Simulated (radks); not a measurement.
Results of a calculation; reference values are marked as such.
The scandium anion Sc- inside a hard spherical wall (all orbitals vanish at R), configuration held at [Ar] 3d2 4s2 and not refilled when levels cross. Code: a radial shooting solver on a logarithmic mesh with Libxc functionals. Model: scalar-relativistic Kohn-Sham, PBEsol, spin-unpolarised, spherical densities, point nucleus. Eigenvalues in eV, with the zero of energy where the potential of the charges vanishes at infinity; a dash marks a level that is unbound or too diffuse for the functional's potential to be trusted. A positive occupied level is held by the wall or, in an anion where self-interaction has pushed it up, behind a barrier. The pressure on the wall is -dE/dV.

| R (bohr) | E (hartree) | kinetic (hartree) | e(3s) | e(3p) | e(4s) | e(4p, empty) | e(3d) | e(5s, empty) | pressure (GPa) |
|---|---|---|---|---|---|---|---|---|---|
| 15 | -763.13975 | 768.828 | -48.257 | -27.022 | 0.336 | 2.120 | 2.526 | 2.849 | 0.0128 |
| 12 | -763.13375 | 768.842 | -47.662 | -26.436 | 0.673 | 2.602 | 3.024 | 4.239 | 0.0547 |
| 10 | -763.12221 | 768.881 | -46.929 | -25.712 | 1.125 | 3.256 | 3.650 | 6.173 | 0.221 |
| 8 | -763.08529 | 769.008 | -45.426 | -24.227 | 2.162 | 4.712 | 4.945 | 10.385 | 1.20 |
| 6 | -762.93868 | 769.447 | -41.961 | -20.833 | 5.121 | 8.688 | 8.000 | 21.536 | 9.30 |
| 5 | -762.71359 | 770.054 | -38.671 | -17.645 | 8.857 | 13.538 | 11.080 | 34.685 | 31.8 |
| 2 | -748.92820 | 808.000 | 12.330 | 35.257 | 154.13 | 169.14 | 71.843 | 385.24 | 15600 |
| 1.5 | -722.57729 | 871.050 | 77.236 | 103.80 | 362.13 | 370.93 | 140.54 | 802.60 | 99000 |
